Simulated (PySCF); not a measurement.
Ions at one geometry of [Hg(H2O)3]2+

PySCF 2.14.0, RKS PBE0, Hg def2-SVP with ECP60, O def2-SVP, H def2-SVP; non-relativistic Hamiltonian with scalar-relativistic core potentials where named; density fitting; no spin-orbit coupling; singlets restricted, open shells unrestricted. The geometry is relaxed for charge +2, singlet, vacuum:

```xyz
10

Hg    0.0000    0.0000    0.0000
O     2.1838    0.0000    0.0000
H     2.7530   -0.6181    0.4928
H     2.7530    0.6181   -0.4928
O    -1.0919    1.8913    0.0000
H    -0.8412    2.6932    0.4928
H    -1.9118    2.0751   -0.4928
O    -1.0919   -1.8913    0.0000
H    -1.9118   -2.0751    0.4928
H    -0.8412   -2.6932   -0.4928
```

Energies count from the relaxed state; an electron taken off or put on is at rest in vacuum. Charges and spins are Mulliken's.

```csv
state,energy (eV),spin squared,charge on Hg1 (e),spin on Hg1 (e),dipole about the centre of mass (D)
"charge +2, singlet, vacuum",0.00,0.00,1.17,0.00,0.00
"charge +3, doublet, vacuum",22.10,0.76,1.36,0.02,0.48
```

**Question.** What does the state charge +1, doublet, vacuum give?

**Answer.** energy (eV) -11.15, spin squared 0.75, charge on Hg1 (e) 0.47, spin on Hg1 (e) 0.79, dipole about the centre of mass (D) 0.00.

With an electron taken off (doublet) the charges change, summed by element, by Hg +0.18 e, O +0.51 e, H +0.30 e. The vertical ionisation energy is 22.10 eV, against −ε(HOMO) = 19.89 eV of the relaxed state. The level lies 2.2 eV too high, as is usual for semilocal functionals and global hybrids, which keep a self-interaction error.

With an electron put on (doublet) the charges change, summed by element, by Hg -0.70 e, O +0.08 e, H -0.38 e. The vertical electron affinity is 11.15 eV, against −ε(LUMO) = 13.37 eV of the relaxed state.

Open shells may have lower solutions than those found.

A frequency check found unstable modes (2, the lowest at -49 cm⁻¹), so the relaxed geometry is probably a saddle point.
